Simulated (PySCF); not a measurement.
Computed shifts of a molecule C₂H₄O₃Si, PBE/pcSseg-1 run with PySCF, GIAO, gas phase, atoms alike by connectivity averaged where their shifts nearly agree, in ppm (number of nuclei): ¹³C: 97.8 (1), 85.8 (1). ²⁹Si: -62.6 (1). ¹H: 2.62 (1), 2.37 (3). References: ¹³C against TMS (σ = 182.0 ppm); ²⁹Si against TMS (σ = 335.4 ppm); ¹⁷O against H2O (σ = 334.3 ppm); ¹H against TMS (σ = 31.49 ppm), references at their B3LYP-D3(BJ)/def2-TZVP geometries, non-relativistic. Geometry optimised at PBE-D3(BJ)/def2-SVP. Other conformers were not sampled.

Task: Pick the molecule that these values belong to.
A) O=C1OC[Si@@H]1O
B) O=C1C[Si@H](O)O1
C) C#C[Si](O)(O)O
D) O=C1OCO[SiH2]1

Result: C, C#C[Si](O)(O)O
